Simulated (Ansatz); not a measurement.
Ansatz (an electronic-structure program) input (B3LYP-D3(BJ)/def2-TZVP):

Ansatz 0.2 input:
```yaml
crystal:
  periodic: [false, false, false]
  atoms:
    - {symbol: C, position_ang: [-1.21851666, -0.24708882, 1.27593930]}
    - {symbol: C, position_ang: [-0.77261199, -0.19628231, -0.18808598]}
    - {symbol: C, position_ang: [-1.60998027, 0.86007518, -0.93678077]}
    - {symbol: C, position_ang: [-1.01556039, -1.57229583, -0.84014697]}
    - {symbol: C, position_ang: [0.68205546, 0.15302856, -0.34361795]}
    - {symbol: C, position_ang: [1.59536073, 0.41595680, 0.65657290]}
    - {symbol: C, position_ang: [2.92353169, 0.73216187, 0.44584738]}
    - {symbol: H, position_ang: [-0.66198475, -0.99969656, 1.83727524]}
    - {symbol: H, position_ang: [-1.08148538, 0.71690346, 1.76907776]}
    - {symbol: H, position_ang: [-2.27778457, -0.50364377, 1.33402540]}
    - {symbol: H, position_ang: [-2.67194013, 0.60632241, -0.89486964]}
    - {symbol: H, position_ang: [-1.47525001, 1.84814084, -0.49374128]}
    - {symbol: H, position_ang: [-1.31776819, 0.91792921, -1.98717251]}
    - {symbol: H, position_ang: [-2.07563087, -1.83377994, -0.79792870]}
    - {symbol: H, position_ang: [-0.44906747, -2.35100650, -0.32691659]}
    - {symbol: H, position_ang: [-0.71037350, -1.56753483, -1.88842942]}
    - {symbol: H, position_ang: [1.03577389, 0.19863886, -1.37137514]}
    - {symbol: H, position_ang: [1.25398800, 0.37341868, 1.68571847]}
    - {symbol: H, position_ang: [3.59311089, 0.92857071, 1.27090021]}
    - {symbol: H, position_ang: [3.33274062, 0.79240469, -0.55493122]}
basis:
  gaussian:
    orbitals: def2-TZVP
hamiltonian:
  xc: b3lyp
  dispersion: d3bj
magnetization: {spin_polarized: true, initial_magnetization: 1}
phonons: {temperatures: {t_min: 298.15, t_max: 298.15, t_step: 100}}
```

Output:

```
Functional definition: B3LYP
integrals: 0.29 GiB planned
1832 factors; their error is unknown
0.40 GiB of the device are held for the grids
2.01 GiB of device memory are held for the factors and their scratch space
mean field: 2.52 GiB planned
mean field evaluation 1: about -7454.6732 eV, gradient 6.2e1 eV
mean field evaluation 2: about -7441.9337 eV, gradient 7.7e1 eV
mean field evaluation 4: about -7472.7740 eV, gradient 7.0e0 eV
mean field evaluation 8: about -7473.0222 eV, gradient 2.2e-1 eV
mean field evaluation 16: about -7472.9749 eV, gradient 8.0e-3 eV
mean field -7472.97492900 eV, -274.6267632763 hartree, gradient 4.1e-5 eV, S^2 0.776008; 0 other end points of the search recorded, 0 dependent functions left out
the calculation of the forces begins
reference -7472.97527126 eV, -274.6267758542 hartree; 28, 27 occupied and 267, 268 virtual orbitals, 1832 factors
these checks for a lower state are left out or cut short: stability, starts, cluster_reference, orbital_swaps, neighbouring_geometries, increment
integrals: 0.29 GiB planned
1832 factors; their error is unknown
0.40 GiB of the device are held for the grids
2.01 GiB of device memory are held for the factors and their scratch space
mean field: 2.52 GiB planned
mean field -7472.97472370 eV, -274.6267557318 hartree, gradient 5.8e-6 eV, S^2 0.776008; 0 other end points of the search recorded, 0 dependent functions left out
the calculation of the forces begins
reference -7472.97506597 eV, -274.6267683098 hartree; 28, 27 occupied and 267, 268 virtual orbitals, 1832 factors
these checks for a lower state are left out or cut short: stability, starts, cluster_reference, orbital_swaps, neighbouring_geometries, increment
integrals: 0.29 GiB planned
1832 factors; their error is unknown
0.39 GiB of the device are held for the grids
2.01 GiB of device memory are held for the factors and their scratch space
mean field: 2.52 GiB planned
mean field evaluation 32: about -7473.0171 eV, gradient 8.5e-4 eV
mean field -7472.97479215 eV, -274.6267582473 hartree, gradient 5.9e-6 eV, S^2 0.776008; 0 other end points of the search recorded, 0 dependent functions left out
the calculation of the forces begins
reference -7472.97513441 eV, -274.6267708252 hartree; 28, 27 occupied and 267, 268 virtual orbitals, 1832 factors
these checks for a lower state are left out or cut short: stability, starts, cluster_reference, orbital_swaps, neighbouring_geometries, increment
integrals: 0.29 GiB planned
1832 factors; their error is unknown
0.39 GiB of the device are held for the grids
2.01 GiB of device memory are held for the factors and their scratch space
mean field: 2.52 GiB planned
mean field -7472.97472337 eV, -274.6267557195 hartree, gradient 5.8e-6 eV, S^2 0.776009; 0 other end points of the search recorded, 0 dependent functions left out
the calculation of the forces begins
reference -7472.97506565 eV, -274.6267682981 hartree; 28, 27 occupied and 267, 268 virtual orbitals, 1832 factors
these checks for a lower state are left out or cut short: stability, starts, cluster_reference, orbital_swaps, neighbouring_geometries, increment
integrals: 0.29 GiB planned
1832 factors; their error is unknown
0.40 GiB of the device are held for the grids
2.01 GiB of device memory are held for the factors and their scratch space
mean field: 2.51 GiB planned
mean field -7472.97481789 eV, -274.6267591932 hartree, gradient 5.8e-6 eV, S^2 0.776008; 0 other end points of the search recorded, 0 dependent functions left out
[...]
1832 factors; their error is unknown
0.40 GiB of the device are held for the grids
2.01 GiB of device memory are held for the factors and their scratch space
mean field: 2.51 GiB planned
mean field -7472.97485458 eV, -274.6267605414 hartree, gradient 5.9e-6 eV, S^2 0.776008; 0 other end points of the search recorded, 0 dependent functions left out
the calculation of the forces begins
reference -7472.97519683 eV, -274.6267731188 hartree; 28, 27 occupied and 267, 268 virtual orbitals, 1832 factors
these checks for a lower state are left out or cut short: stability, starts, cluster_reference, orbital_swaps, neighbouring_geometries, increment
integrals: 0.29 GiB planned
1832 factors; their error is unknown
0.39 GiB of the device are held for the grids
2.01 GiB of device memory are held for the factors and their scratch space
mean field: 2.52 GiB planned
mean field -7472.97489729 eV, -274.6267621110 hartree, gradient 5.8e-6 eV, S^2 0.776009; 0 other end points of the search recorded, 0 dependent functions left out
the calculation of the forces begins
reference -7472.97523956 eV, -274.6267746894 hartree; 28, 27 occupied and 267, 268 virtual orbitals, 1832 factors
these checks for a lower state are left out or cut short: stability, starts, cluster_reference, orbital_swaps, neighbouring_geometries, increment
integrals: 0.29 GiB planned
1832 factors; their error is unknown
0.40 GiB of the device are held for the grids
2.01 GiB of device memory are held for the factors and their scratch space
mean field: 2.52 GiB planned
mean field evaluation 480: about -7472.9749 eV, gradient 5.9e-6 eV
mean field -7472.97489783 eV, -274.6267621308 hartree, gradient 5.9e-6 eV, S^2 0.776014; 0 other end points of the search recorded, 0 dependent functions left out
the calculation of the forces begins
reference -7472.97524015 eV, -274.6267747108 hartree; 28, 27 occupied and 267, 268 virtual orbitals, 1832 factors
these checks for a lower state are left out or cut short: stability, starts, cluster_reference, orbital_swaps, neighbouring_geometries, increment
integrals: 0.29 GiB planned
1832 factors; their error is unknown
0.40 GiB of the device are held for the grids
2.01 GiB of device memory are held for the factors and their scratch space
mean field: 2.52 GiB planned
mean field -7472.97485007 eV, -274.6267603756 hartree, gradient 5.8e-6 eV, S^2 0.776002; 0 other end points of the search recorded, 0 dependent functions left out
the calculation of the forces begins
reference -7472.97519227 eV, -274.6267729515 hartree; 28, 27 occupied and 267, 268 virtual orbitals, 1832 factors
these checks for a lower state are left out or cut short: stability, starts, cluster_reference, orbital_swaps, neighbouring_geometries, increment
integrals: 0.29 GiB planned
1832 factors; their error is unknown
0.40 GiB of the device are held for the grids
2.01 GiB of device memory are held for the factors and their scratch space
mean field: 2.52 GiB planned
mean field -7472.97488534 eV, -274.6267616720 hartree, gradient 5.8e-6 eV, S^2 0.776006; 0 other end points of the search recorded, 0 dependent functions left out
the calculation of the forces begins
reference -7472.97522759 eV, -274.6267742494 hartree; 28, 27 occupied and 267, 268 virtual orbitals, 1832 factors
these checks for a lower state are left out or cut short: stability, starts, cluster_reference, orbital_swaps, neighbouring_geometries, increment
integrals: 0.29 GiB planned
1832 factors; their error is unknown
0.39 GiB of the device are held for the grids
2.01 GiB of device memory are held for the factors and their scratch space
mean field: 2.51 GiB planned
mean field -7472.97489740 eV, -274.6267621150 hartree, gradient 5.8e-6 eV, S^2 0.776011; 0 other end points of the search recorded, 0 dependent functions left out
the calculation of the forces begins
reference -7472.97523968 eV, -274.6267746936 hartree; 28, 27 occupied and 267, 268 virtual orbitals, 1832 factors
these checks for a lower state are left out or cut short: stability, starts, cluster_reference, orbital_swaps, neighbouring_geometries, increment
integrals: 0.29 GiB planned
1832 factors; their error is unknown
0.40 GiB of the device are held for the grids
2.01 GiB of device memory are held for the factors and their scratch space
mean field: 2.52 GiB planned
mean field -7472.97492809 eV, -274.6267632429 hartree, gradient 5.8e-6 eV, S^2 0.776012; 0 other end points of the search recorded, 0 dependent functions left out
the calculation of the forces begins
reference -7472.97527037 eV, -274.6267758214 hartree; 28, 27 occupied and 267, 268 virtual orbitals, 1832 factors
these checks for a lower state are left out or cut short: stability, starts, cluster_reference, orbital_swaps, neighbouring_geometries, increment
integrals: 0.29 GiB planned
1832 factors; their error is unknown
0.39 GiB of the device are held for the grids
2.01 GiB of device memory are held for the factors and their scratch space
mean field: 2.52 GiB planned
mean field evaluation 512: about -7473.0173 eV, gradient 7.9e-4 eV
mean field -7472.97487122 eV, -274.6267611529 hartree, gradient 5.8e-6 eV, S^2 0.776004; 0 other end points of the search recorded, 0 dependent functions left out
the calculation of the forces begins
reference -7472.97521346 eV, -274.6267737303 hartree; 28, 27 occupied and 267, 268 virtual orbitals, 1832 factors
these checks for a lower state are left out or cut short: stability, starts, cluster_reference, orbital_swaps, neighbouring_geometries, increment
integrals: 0.29 GiB planned
1832 factors; their error is unknown
0.39 GiB of the device are held for the grids
2.01 GiB of device memory are held for the factors and their scratch space
mean field: 2.51 GiB planned
mean field -7472.97488360 eV, -274.6267616080 hartree, gradient 5.8e-6 eV, S^2 0.776012; 0 other end points of the search recorded, 0 dependent functions left out
the calculation of the forces begins
reference -7472.97522590 eV, -274.6267741873 hartree; 28, 27 occupied and 267, 268 virtual orbitals, 1832 factors
these checks for a lower state are left out or cut short: stability, starts, cluster_reference, orbital_swaps, neighbouring_geometries, increment
integrals: 0.29 GiB planned
1832 factors; their error is unknown
0.40 GiB of the device are held for the grids
2.01 GiB of device memory are held for the factors and their scratch space
mean field: 2.52 GiB planned
mean field -7472.97487475 eV, -274.6267612829 hartree, gradient 5.9e-6 eV, S^2 0.776004; 0 other end points of the search recorded, 0 dependent functions left out
the calculation of the forces begins
reference -7472.97521698 eV, -274.6267738594 hartree; 28, 27 occupied and 267, 268 virtual orbitals, 1832 factors
Total energy: -7473.77990778 eV, -274.6563457009 hartree
Atom 0 at    -1.218517    -0.247089     1.275939 Å, force     0.001609     0.000409     0.000400 eV/Å
Atom 1 at    -0.772612    -0.196282    -0.188086 Å, force    -0.001836    -0.000480    -0.000795 eV/Å
Atom 2 at    -1.609980     0.860075    -0.936781 Å, force     0.001077    -0.000045     0.000814 eV/Å
Atom 3 at    -1.015560    -1.572296    -0.840147 Å, force     0.000920     0.000597     0.000788 eV/Å
Atom 4 at     0.682055     0.153029    -0.343618 Å, force    -0.000254    -0.000052     0.000248 eV/Å
Atom 5 at     1.595361     0.415957     0.656573 Å, force     0.001423     0.000372     0.000597 eV/Å
Atom 6 at     2.923532     0.732162     0.445847 Å, force    -0.000052    -0.000019    -0.000158 eV/Å
Atom 7 at    -0.661985    -0.999697     1.837275 Å, force    -0.000175    -0.000162    -0.000280 eV/Å
Atom 8 at    -1.081485     0.716903     1.769078 Å, force    -0.000224     0.000042    -0.000288 eV/Å
Atom 9 at    -2.277785    -0.503644     1.334025 Å, force    -0.000865    -0.000208     0.000088 eV/Å
Atom 10 at    -2.671940     0.606322    -0.894870 Å, force    -0.000485    -0.000127    -0.000120 eV/Å
Atom 11 at    -1.475250     1.848141    -0.493741 Å, force    -0.000025    -0.000224    -0.000036 eV/Å
Atom 12 at    -1.317768     0.917929    -1.987173 Å, force    -0.000048    -0.000115    -0.000324 eV/Å
Atom 13 at    -2.075631    -1.833780    -0.797929 Å, force    -0.000486    -0.000120    -0.000120 eV/Å
Atom 14 at    -0.449067    -2.351006    -0.326917 Å, force    -0.000125     0.000184    -0.000052 eV/Å
Atom 15 at    -0.710373    -1.567535    -1.888429 Å, force    -0.000090     0.000055    -0.000330 eV/Å
Atom 16 at     1.035774     0.198639    -1.371375 Å, force     0.000490     0.000110    -0.000251 eV/Å
Atom 17 at     1.253988     0.373419     1.685718 Å, force    -0.000834    -0.000198     0.000148 eV/Å
Atom 18 at     3.593111     0.928571     1.270900 Å, force     0.000176     0.000047     0.000107 eV/Å
Atom 19 at     3.332741     0.792405    -0.554931 Å, force    -0.000195    -0.000065    -0.000436 eV/Å
Dipole moment:    -0.113675    -0.028302    -0.013138 e Å
Vibrations: 67.74 151.67 199.97 232.98 281.91 300.47 333.90 341.28 352.37 435.57 436.85 541.07 546.25 763.05 769.25 819.01 896.43 926.03 943.48 964.74 996.78 1021.69 1039.67 1058.64 1198.53 1215.11 1221.34 1288.34 1303.92 1347.14 1394.57 1399.52 1428.52 1480.85 1486.41 1489.97 1498.79 1505.21 1506.57 1520.66 1529.10 3022.45 3025.48 3034.00 3084.35 3088.16 3094.14 3095.19 3098.30 3098.53 3116.89 3145.47 3152.16 3239.70 cm⁻¹, zero-point energy 4.868250 eV
```

It need not be the lowest isomer of its formula.
